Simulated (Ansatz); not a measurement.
Species: RuO3, charge 0, multiplicity 3. This is an excited triplet: at this geometry the singlet lies 0.87 eV lower at RI-MP2/CBS(def2-TZVPPD,def2-QZVPPD)+[CCSD(T)-MP2]/def2-SVPD. 
Coordinates optimised at B3LYP-D3(BJ)/def2-TZVP (Ansatz, an electronic-structure program):
```
Ru
O 1 1.6835
O 1 1.7091 2 124.52
O 1 1.7091 2 124.52 3 -180.00
```
Charge 0, spin multiplicity 3.

Total electronic energies in hartree. Correlated levels leave the core frozen unless marked. Open shells are spin-unrestricted. No spin-orbit coupling. Frozen are the shells of the preceding noble gas and the d and f shells that filled before the atom's block. Past Kr the def2 sets carry scalar-relativistic core potentials. STO-3G rows are all-electron and non-relativistic. CBS marks a two-point X^-3 extrapolation of the correlation energy; Hartree-Fock from the larger set. [CCSD(T)-MP2]/basis is that difference in the basis named.

The UHF reference is spin-contaminated (<S^2> 0.98 over the pure value in the largest basis). The T1 diagnostic of CCSD in the largest basis is 0.103, which is high, so the coupled-cluster rows are less sure than usual.

| level | program | energy (Eh) |
|---|---|---|
| PBE-D4/def2-TZVPD | Ansatz + dftd4 | … |
| B3LYP-D3(BJ)/def2-TZVPD | Ansatz + dftd3 | -320.64547 |
| PBE0/STO-3G | Ansatz | … |
| r2SCANh/def2-TZVPD | Ansatz | -320.51956 |
| wB97M-V/def2-TZVPD | Ansatz | … |
| B2GP-PLYP-D4/def2-TZVPD | Ansatz + dftd4 | -320.15808 |
| MP2/def2-SVP | Ansatz | -319.06521 |
| RI-MP2/def2-QZVPPD | Ansatz | -319.70021 |
| RI-MP2/CBS(def2-TZVPPD,def2-QZVPPD)+[CCSD(T)-MP2]/def2-SVPD | Ansatz | -319.8688 |

Problem. Some entries are withheld; supply them.

Solution. 
- PBE-D4/def2-TZVPD, energy (Eh): -320.47113
- PBE0/STO-3G, energy (Eh): -4621.74966
- wB97M-V/def2-TZVPD, energy (Eh): -320.43232
